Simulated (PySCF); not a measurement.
CH4OSSi, SMILES O=C[SiH2]S, CAM-B3LYP/def2-SVP optimised geometry.

```
8

O      1.54     0.33     0.00
C      0.91    -0.69     0.00
Si    -1.03    -0.69     0.00
S     -1.54     1.37     0.00
H      1.46    -1.68     0.00
H     -1.49    -1.43     1.20
H     -1.49    -1.44    -1.20
H     -0.22     1.68    -0.01
```

Density from CAM-B3LYP/def2-TZVP (PySCF) at that geometry.

Minimum of the electron density along straight lines between bonded atoms, close to the bond critical point (lines longer than 1.1 times the sum of covalent radii, or with two minima, are not listed):

```tsv
bond	length / Å	ρ at the minimum / e bohr⁻³	∇²ρ there / e bohr⁻⁵	position (fraction from the first atom)
O1–C2	1.206	0.422	-0.02	0.67
C2–Si3	1.937	0.115	0.12	0.62
Si3–S4	2.130	?	?	0.36
C2–H5	1.123	0.270	?	0.65
Si3–H6	1.488	0.123	0.14	0.49
Si3–H7	1.488	0.123	0.14	0.49
S4–H8	1.358	0.209	-0.58	0.66
```

Complete the blanks.


- Si3–S4, ρ at the minimum / e bohr⁻³: 0.103
- Si3–S4, ∇²ρ there / e bohr⁻⁵: 0.07
- C2–H5, ∇²ρ there / e bohr⁻⁵: -0.93
